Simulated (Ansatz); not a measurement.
Consider the atomization: `BOC(C)=O` → B• + 2 C• + 5 H• + 2 O•.

Computed with Ansatz on PBE0-D4/def2-TZVP structures; ΔE is electronic, products minus reactants. CCSD(T)/CBS is the MP2 limit (def2-TZVPP, def2-QZVPP) plus CCSD(T) − MP2 in def2-TZVPP, frozen cores. This one scheme is used for every species, atoms too. DFT in def2-TZVPP. Open shells (•) are unrestricted, without spin–orbit coupling. Spin–orbit coupling would lower the free atoms: a little for B, C, O.

```csv
level,ΔE (eV)
PBE0-D4,43.49
HF/def2-SVP,32.22
```

Task: What does CCSD(T)/CBS give? (An estimate is asked.)

Result: Computed: +43.19 eV. The listed levels differ from it by 0.30, -10.97 eV.

Largest T1 diagnostic among the species: 0.015.

From PBE to PBE0 (25 % exact exchange), in def2-TZVPP and without D4, ΔE moves by −1.05 eV: exact exchange takes away binding that semilocal exchange gives to molecules. The D4 term adds +0.25 eV with B3LYP and +0.13 eV with PBE0; it sums over pairs of atoms, weighted by their polarisabilities, and B3LYP, whose exchange is more repulsive, gets the larger term.

B3LYP here is the variant with VWN-RPA as its local correlation; programs differ in this.

For atomizations the MP2-based limit and the directly extrapolated one differ by several kJ/mol either way, and by 10 to 25 for some Ge, Se and Sn compounds, so smaller differences from it don't rank the levels.
